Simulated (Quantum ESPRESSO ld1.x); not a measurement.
All-electron atom: As I in [Ar] 3d9 4s0.5 4p5.5 (fractional occupations, a model configuration).

Method: scalar-relativistic Kohn-Sham, LDA (Slater exchange, Perdew-Wang correlation), spin-polarised, spherical densities, point nucleus; open shells are filled with parallel spins first; computed with ld1.x of Quantum ESPRESSO 7.5.

Energy parts (eV):
total: -61381.27
kinetic: 62542.07
electron-nucleus: -147669.67
Hartree: 25919.91
exchange-correlation: -2173.58

Orbitals (lengths in bohr, moments of r in powers of bohr; r(90%) holds 90 % of the orbital's charge):
orbital,occ.,eigenvalue (eV),r(90%)
1s up,1,-11714.0,0.0814
1s down,1,-11713.8,0.0814
2s up,1,-1501.28,0.314
2s down,1,-1500.27,0.314
2p up,3,-1319.68,0.290
2p down,3,-1318.88,0.290
3s up,1,-203.887,0.887
3s down,1,-202.338,0.887
3p up,3,-147.556,0.934
3p down,3,-146.018,0.935
3d up,5,-54.5591,1.08
3d down,4,-52.9741,1.08
4s up,0.5,-18.5933,2.68
4s down,0,-17.5563,2.72
4p up,3,-7.8430,3.45
4p down,2.5,-7.0391,3.57

The highest occupied level is 4p down at -7.039 eV. The configuration is held as typed, so some empty levels lie below it. Summed over all electrons, <r^2> = 43.60 bohr^2, which gives a Langevin (diamagnetic) susceptibility term of -34.5 x 10^-6 cm^3/mol.
